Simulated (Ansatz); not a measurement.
`NB1CO1` + H₂S → `SB1CO1` + NH₃ at 500 K and 1 bar (ligand exchange at a B–N bond).

Gas-phase electronic energies from Ansatz, PBE0-D4/def2-TZVP geometries. CCSD(T)/CBS is the MP2 limit (def2-TZVPP, def2-QZVPP) plus CCSD(T) − MP2 in def2-TZVPP, frozen cores. This one scheme is used for every species. One conformer a species, not always the lowest.

| species | CCSD(T)/CBS energy (Eh) | H − E (kJ/mol) | S (J/(mol·K)) |
| --- | --- | --- | --- |
| `NB1CO1` | -195.16486 | 192.7 | 320.9 |
| H₂S | -398.97279 | 57.0 | 224.0 |
| `SB1CO1` | -537.61656 | 147.1 | 330.1 |
| NH₃ | -56.50880 | 108.2 | 211.8 |

H − E and S are ideal-gas, rigid-rotor, harmonic terms from PBE0-D4/def2-TZVP, for one conformer and one mirror image of each species. 1 Eh = 2625.50 kJ/mol, R = 8.31446 J/(mol·K).

Problem. By hand: ΔE, ΔH, ΔS and ΔG.

Solution. ΔE = (-537.61656) + (-56.50880) − (-195.16486) − (-398.97279) = 0.01229 Eh = 32.3 kJ/mol. Δ(H − E) = 147.1 + 108.2 − 192.7 − 57.0 = 5.6, so ΔH = 37.9 kJ/mol. ΔS = 330.1 + 211.8 − 320.9 − 224.0 = -3.0 J/(mol·K). ΔG = 37.9 − 500 × (-3.0)/1000 = 39.4 kJ/mol.

Problem. By hand: the equilibrium constant, and the temperature at which ΔG would vanish if ΔH and ΔS stayed fixed.

Solution. log₁₀ K = −ΔG/(RT ln 10) = -4.1. ΔH and −TΔS have one sign here, so there is no such temperature.

The number of gas molecules stays the same, so ΔS is small and ΔH decides. A doubt of 5 kJ/mol in ΔE shifts log₁₀ K by 0.5 here. Other conformers and mirror images would add mixing entropy, several J/(mol·K) or more a flexible species. These are equilibria of isolated gas molecules and say nothing of rates. Largest T1 diagnostic: 0.015 (customary marks: 0.02 for closed shells, 0.045 for open ones).

ΔS is within the doubt of such terms, so its sign, and with it that verdict, could turn.
